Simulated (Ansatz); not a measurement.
Input file for Ansatz (a first-principles code): U-CCSD(T)/def2-TZVPP on KH, a point of a bond scan (R = 3.964 Å).

Ansatz 0.2 input:
```yaml
crystal:
  periodic: [false, false, false]
  atoms:
    - {symbol: K, position_ang: [-0.00000000, -0.00000000, -0.11326949]}
    - {symbol: H, position_ang: [0.00000000, 0.00000000, 3.85116266]}
basis:
  gaussian:
    orbitals: def2-TZVPP
correlation: {method: ccsd_t, electrons: outside_noble_gas}
scf: {omitted_lower_state_checks: [cluster_reference]}
magnetization: {spin_polarized: true, initial_magnetization: 0}
```

Program output:

```
WARN ansatz: RAYON_NUM_THREADS=2 ignored (pool sized by the plan → 2); use --threads N
Functional definition: HF
these checks for a lower state are left out or cut short: cluster_reference
integrals: 0.02 GiB planned
389 factors; integrals over basis functions are off by at most 8.8e-4 eV
mean field: 0.08 GiB planned
mean field evaluation 1: about -16316.0838 eV, gradient 6.1e0 eV
mean field evaluation 2: about -16316.0837 eV, gradient 6.1e0 eV
mean field evaluation 4: about -16316.7880 eV, gradient 3.4e-1 eV
mean field evaluation 8: about -16316.7902 eV, gradient 5.0e-3 eV
mean field evaluation 16: about -16317.4659 eV, gradient 2.8e-1 eV
mean field evaluation 32: about -16317.4649 eV, gradient 3.6e-3 eV
mean field evaluation 64: about -16317.4649 eV, gradient 6.7e-3 eV
mean field evaluation 96: about -16317.4649 eV, gradient 9.6e-4 eV
mean field evaluation 128: about -16315.6307 eV, gradient 1.2e-1 eV
mean field -16317.46491213 eV, -599.6557751457 hartree, gradient 1.2e-6 eV, S^2 0.908788; 14 other end points of the search recorded, 0 dependent functions left out
9 core orbitals not correlated
reference -16317.46491213 eV, -599.6557751457 hartree; 1, 1 occupied and 37, 37 virtual orbitals, 389 factors
second order -0.06117823 eV of doubles, -0.00000000 eV of singles
coupled cluster: 0.08 GiB planned
cycle   1  -0.07853123 eV  change   -1.7e-2 eV  update   4.2e-2
cycle   2  -0.13184684 eV  change   -5.3e-2 eV  update   3.8e-2
cycle   3  -0.15712023 eV  change   -2.5e-2 eV  update   3.6e-2
cycle   4  -0.25814079 eV  change   -1.0e-1 eV  update   3.2e-2
cycle   5  -0.28984521 eV  change   -3.2e-2 eV  update   1.5e-2
cycle   6  -0.30920677 eV  change   -1.9e-2 eV  update   1.3e-2
cycle   7  -0.36698675 eV  change   -5.8e-2 eV  update   1.2e-2
cycle   8  -0.31973506 eV  change    4.7e-2 eV  update   9.0e-3
cycle   9  -0.32968500 eV  change   -9.9e-3 eV  update   1.6e-2
cycle  10  -0.43085971 eV  change   -1.0e-1 eV  update   1.5e-2
cycle  11  -0.40155258 eV  change    2.9e-2 eV  update   6.6e-3
cycle  12  -0.41897025 eV  change   -1.7e-2 eV  update   6.5e-3
cycle  13  -0.43201628 eV  change   -1.3e-2 eV  update   4.2e-3
cycle  14  -0.44347717 eV  change   -1.1e-2 eV  update   1.6e-3
cycle  15  -0.43775846 eV  change    5.7e-3 eV  update   1.7e-3
cycle  16  -0.43902229 eV  change   -1.3e-3 eV  update   4.1e-4
cycle  17  -0.43869409 eV  change    3.3e-4 eV  update   1.5e-4
cycle  18  -0.43847118 eV  change    2.2e-4 eV  update   5.7e-5
cycle  19  -0.43855627 eV  change   -8.5e-5 eV  update   4.0e-5
cycle  20  -0.43854601 eV  change    1.0e-5 eV  update   9.8e-6
cycle  21  -0.43852739 eV  change    1.9e-5 eV  update   5.4e-6
cycle  22  -0.43853292 eV  change   -5.5e-6 eV  update   2.9e-6
cycle  23  -0.43853953 eV  change   -6.6e-6 eV  update   1.6e-6
cycle  24  -0.43854304 eV  change   -3.5e-6 eV  update   7.3e-7
cycle  25  -0.43854362 eV  change   -5.8e-7 eV  update   3.1e-7
coupled cluster: 0.08 GiB planned
perturbative correction 0.00000000 eV, 0.0000000000 hartree
Total energy: -16317.90345575 eV, -599.6718913265 hartree
Checks for a lower state left out: cluster_reference
```

The run converged. Its determinant has ⟨S²⟩ = 0.91, a mixture of spin states.

Cost: roughly 4 core-seconds.
